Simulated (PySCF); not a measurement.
SMILES NC[Si](C)(C)C (C₄H₁₃NSi), GFN2-xTB optimised geometry. Atoms within 1.6 Å of the plane z = 0.6 Å (x, y, z in Å): C1 (1.61, -0.68, 0.00), Si2 (-0.30, -0.68, 0.00), C3 (-0.93, 1.12, 0.00), C5 (-0.93, -1.56, 1.60), H7 (2.00, -0.24, -0.91), H8 (2.00, -1.69, 0.07), H9 (2.01, -0.11, 0.83), H10 (-0.52, 1.69, 0.83), H11 (-2.01, 1.17, 0.07), H12 (-0.64, 1.64, -0.91), H16 (-0.60, -2.61, 1.62), H17 (-2.02, -1.59, 1.62).

Level of theory: PySCF with B3LYP/def2-SVP.

Map of the deformation density (molecule minus spherical neutral atoms) (e/bohr³) on the plane z = 0.6 Å:

```
|...............................|
|...............................|
|...............................|
|...............................|
|...............................|
|...............................|
|...............................|
|...............................|
|.............:.................|
|...........:=*-................|
|...........:#@+................|
|....... .::.=*-................|
|.........:. .::. ..............|
|........... .:..   ............|
|.........  .::.    ..:.........|
|.........  ...    ..-*+:.......|
|.........   .    ..:+@%-.......|
|.........  ...   :::-+=:.......|
|......... ..--:...:. .:........|
|......... .:==-.... .::........|
|......... ..--:.   ..::........|
|.........   ...    ............|
|.........    .    .... ........|
|..........     ................|
|...............................|
|...............................|
|...............................|
|...............................|
|...............................|
|...............................|
|...............................|
```
Scale: ten equal steps from -0.016 (start of ' ') to 0.095 (end of '@'), in the order ' .:-=+*#%@'; x runs from -4.50 to 4.50, y from -4.50 (bottom) to 4.50 (top).
